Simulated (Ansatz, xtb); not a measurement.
**Relaxing a trial structure of FH2N2Si**

The starting geometry of this gas-phase doublet has its atoms placed at random.

```json
{"atom": "F", "x (Å)": "-0.2412", "y (Å)": "-0.1815", "z (Å)": "1.0386"}
{"atom": "N", "x (Å)": "1.0821", "y (Å)": "0.4029", "z (Å)": "0.2410"}
{"atom": "N", "x (Å)": "0.0883", "y (Å)": "0.5505", "z (Å)": "-1.3655"}
{"atom": "Si", "x (Å)": "-0.4448", "y (Å)": "1.0041", "z (Å)": "0.2630"}
{"atom": "H", "x (Å)": "0.6315", "y (Å)": "1.9552", "z (Å)": "-0.4057"}
{"atom": "H", "x (Å)": "0.1398", "y (Å)": "-0.8272", "z (Å)": "0.6523"}
```

Problem. Guess where an optimisation with r2SCAN-D4/def2-SVP ends from this start.

Solution. It ends as a structure given below by its coordinates. Distances that change by over a tenth: F1–Si4 (1.43 → 1.65 Å). Contacts that open: F1–H6 (0.84 → 2.20 Å), N2–Si4 (1.64 → 2.84 Å), Si4–H5 (1.58 → 2.44 Å). Contacts that close: N2–N3 (1.89 → 1.33 Å), N2–H6 (1.60 → 1.03 Å), N3–H5 (1.79 → 1.03 Å).

The energy falls by 15.45 eV over 24 steps:

```tsv
step	E − E(last) (eV)
1	15.450
4	4.704
6	3.298
9	2.377
11	1.350
14	0.910
16	0.817
19	0.084
21	0.005
24	0.000
```

Final geometry (Å):

```xyz
6

F    -0.9601   -0.3325    1.3030
N     1.3521    0.0641   -0.3219
N     0.3953    0.9829   -0.3714
Si   -1.1722    1.0878    0.4811
H     0.6392    1.7397   -1.0192
H     1.0015   -0.6379    0.3521
```

From the same start GFN2-xTB ends elsewhere, in pieces: HN2Si + FH.

From so rough a start the end depends on the optimiser's path, so another program may land elsewhere. No frequencies were run, so the end isn't proven a minimum. Open shells are spin-unrestricted. Run with Ansatz 0.2.0, 2.3 min on 1 thread of Intel(R) Xeon(R) Platinum 8259CL CPU @ 2.50GHz (Skylake/Cascade Lake), with other jobs on the host.
